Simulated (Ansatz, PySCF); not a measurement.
Gas-phase reaction (SMILES): C=CC[Si](O)(O)O [trihydroxy(prop-2-enyl)silane] + 2 C (CH4) + 3 [SiH4] (SiH4) -> C=C (C2H4) [ethene] + CC (C2H6) + C[SiH3] + 3 O[SiH3] [hydroxysilane]; bond separation energy.

Each molecule is optimised on its own at B3LYP-D3(BJ)/def2-TZVP (Ansatz, a quantum-chemistry and plane-wave program), one conformer each, not searched for the lowest. Cores are frozen in the correlated levels unless marked. No spin-orbit coupling. No relativistic terms. Basis-set limits of correlation are two-point, X^-3; Hartree-Fock from the larger set. [CCSD(T)-MP2]/basis is that difference in the basis named. Thermal terms are rigid-rotor harmonic-oscillator values from B3LYP-D3(BJ) frequencies (Ansatz or PySCF) at 298.15 K and 1 atm. 1 Eh = 627.5095 kcal/mol.

```
species          E, RI-MP2/CBS(cc-pV(T+d)Z,cc-pV(Q+d)Z)+[CCSD(T)-MP2]/cc-pV(T+d)Z (Ansatz) (Eh)  E, B3LYP-D3(BJ)/def2-TZVPD (Ansatz + dftd3) (Eh)  H - E (Eh)
---------------  ------------------------------------------------------------------------------  ------------------------------------------------  ----------
C=CC[Si](O)(O)O                                                                      -633.72864                                        -634.65955     0.12450
C (CH4)                                                                               -40.46125                                         -40.53958     0.04840
C=C (C2H4)                                                                            -78.47961                                         -78.62799     0.05494
CC (C2H6)                                                                             -79.71807                                         -79.86964     0.07887
C[SiH3]                                                                              -330.73641                                        -331.26788     0.06602
O[SiH3]                                                                              -366.68646                                        -367.23056     0.04319
[SiH4] (SiH4)                                                                        -291.46100                                        -291.91976     0.03520
```

Q: Work out ΔE and ΔH at 298.15 K at the first level, then ΔH at the second.

A: 
1. ΔE = [(-78.47961) + (-79.71807) + (-330.73641) + 3×(-366.68646)] - [(-633.72864) + 2×(-40.46125) + 3×(-291.46100)] = 0.04067 Eh = 25.5 kcal/mol at RI-MP2/CBS(cc-pV(T+d)Z,cc-pV(Q+d)Z)+[CCSD(T)-MP2]/cc-pV(T+d)Z.
2. The terms H - E add up to 0.00250 Eh, so ΔH = (0.04067 + (0.00250))×627.5095 = 27.1 kcal/mol.
3. At B3LYP-D3(BJ)/def2-TZVPD the same steps give ΔE = 25.6 and ΔH = 27.2 kcal/mol, a shift of +0.1 from the first level.
4. These values are not checked against measurement here, since the tables used lack a sound gas-phase enthalpy of formation for at least one species.
